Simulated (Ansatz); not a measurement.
Basis sets compared for the cluster Be4O3⁺. Charge 1, multiplicity 2. Geometry PBE0-D4/def2-SVP. Ansatz on 4 threads of Arm Neoverse V2 on a shared host; times are rough, and most runs start from earlier orbitals.

```xyz
7

Be    0.169    0.621    1.214
Be   -0.283   -1.164   -1.297
Be   -0.284   -1.519    0.884
Be    0.169    0.976   -0.971
O    -0.400    1.815    0.286
O    -0.473   -2.234   -0.352
O     1.103    1.505    0.236
```

The structure holds 1 bond(s) between oxygen atoms. Another isomer (doublet) lies 6.99 eV lower at PBE0-D4/def2-TZVP; other spin states weren't run for this one.

```csv
level,functions,energy (Eh),HOMO (eV),LUMO (eV),wall time
PBE-D4/def2-SVP,78,-283.8373,-11.68,-10.64,1.1 s
PBE0-D4/def2-SVP,78,-283.8297,-12.54,-9.99,1.5 s
```

(1) Estimate the rows for PBE-D4/def2-TZVP (with forces), PBE0-D4/def2-TZVP.

Results:

(1) 
| level | functions | energy (Eh) | HOMO (eV) | LUMO (eV) | wall time |
| --- | --- | --- | --- | --- | --- |
| PBE-D4/def2-TZVP (with forces) | 169 | -284.2021 | -11.43 | -10.38 | 2.4 s |
| PBE0-D4/def2-TZVP | 169 | -284.2000 | -12.26 | -9.68 | 3 s |
